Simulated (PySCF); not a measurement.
**Ionisation energy of Sr²³⁺ by level of theory**

Sr²³⁺ [Ne] 3s2 3p3 (4S) → Sr²⁴⁺ [Ne] 3s2 3p2 (3P), as a difference of total energies. All numbers are calculated (PySCF 2.14, the spin-free X2C one-electron Hamiltonian (Gaussian nucleus), in an uncontracted even-tempered set (18 s from 2.7 bohr⁻², ratio 2.5; 12 p from 3.5 bohr⁻², ratio 2.5; 5 d from 15 bohr⁻², ratio 2.7; 4 f from 23 bohr⁻², ratio 2.7)). Correlated levels: outer shells: 1s2 frozen; virtual orbitals above 40 to 60 times the deepest correlated orbital energy dropped. The calculations carry no spin-orbit coupling.

```json
{"method": "UHF", "ionisation energy (eV)": "1104.4"}
{"method": "LDA", "ionisation energy (eV)": "1105.1"}
{"method": "PBE", "ionisation energy (eV)": "1105.3"}
{"method": "PBE0", "ionisation energy (eV)": "1105.4"}
{"method": "r2SCAN", "ionisation energy (eV)": "1106.0"}
{"method": "BHandHLYP", "ionisation energy (eV)": "1105.5"}
{"method": "r2SCANh", "ionisation energy (eV)": "1106.0"}
{"method": "MP2 (outer shells)", "ionisation energy (eV)": "1105.0"}
{"method": "SCS-MP2 (outer shells)", "ionisation energy (eV)": "1104.7"}
```

Spin-orbit coupling is strong in these open shells (close to jj coupling). The scalar numbers leave it out and a first-order estimate fails, so it can dominate the gap to the real levels.

Breit and QED terms and the two-electron picture change are absent.

For comparison: 1105 ± 4 eV (semi-empirical (NIST evaluation); NIST Atomic Spectra Database, ionization energies).
